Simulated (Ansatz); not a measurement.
# Strength of the Si–Si bond: SiH(NH2)2(SiH3) → SiH(NH2)2 + SiH3

Species: SiH(NH2)2(SiH3), singlet; SiH(NH2)2, doublet; SiH3 (silyl radical) `[SiH3]`, doublet. 

Shapes, held fixed at every level: PBE0-D4/def2-TZVP. Flexible molecules stand in one conformer, not always the lowest. Programs: Ansatz 0.2.0. The zero-point and thermal change to 298 K, harmonic and unscaled (PBE0-D4/def2-TZVP), is -10.3 kJ/mol.

**Question.** Estimate ΔH(298 K) of this reaction.

**Answer.** The highest level, CCSD(T)/CBS estimate, gives ΔH(298 K) = +322.7 kJ/mol; the levels span +226.5 to +323.5. The column of differences is taken from that level and isn't an error. Hartree–Fock misses the correlation of the pair that is broken and comes out low. No measured value is set beside it here. Open shells run unrestricted unless RO is named. The CBS estimate extrapolates MP2 from def2-TZVPP and def2-QZVPP and adds CCSD(T) − MP2 in the triple-zeta set, cores frozen.

```json
{"level": "HF/def2-SVP", "kind": "Hartree–Fock", "ΔH(298 K) (kJ/mol)": "+229.8", "less CCSD(T)/CBS estimate": "-92.9"}
{"level": "HF/def2-TZVPP", "kind": "Hartree–Fock", "ΔH(298 K) (kJ/mol)": "+226.5", "less CCSD(T)/CBS estimate": "-96.2"}
{"level": "wB97M-V/def2-TZVPP", "kind": "range-separated hybrid", "ΔH(298 K) (kJ/mol)": "+323.5", "less CCSD(T)/CBS estimate": "+0.8"}
{"level": "B2PLYP/def2-TZVPP", "kind": "double hybrid", "ΔH(298 K) (kJ/mol)": "+300.7", "less CCSD(T)/CBS estimate": "-22.0"}
{"level": "MP2/def2-SVP", "kind": "perturbation theory", "ΔH(298 K) (kJ/mol)": "+296.3", "less CCSD(T)/CBS estimate": "-26.4"}
{"level": "CCSD(T)/def2-SVP", "kind": "coupled cluster or CI", "ΔH(298 K) (kJ/mol)": "+296.1", "less CCSD(T)/CBS estimate": "-26.6"}
{"level": "CCSD/def2-TZVPP", "kind": "coupled cluster or CI", "ΔH(298 K) (kJ/mol)": "+305.8", "less CCSD(T)/CBS estimate": "-16.9"}
{"level": "CCSD(T)/CBS estimate", "kind": "coupled cluster or CI", "ΔH(298 K) (kJ/mol)": "+322.7", "less CCSD(T)/CBS estimate": "0.0"}
```
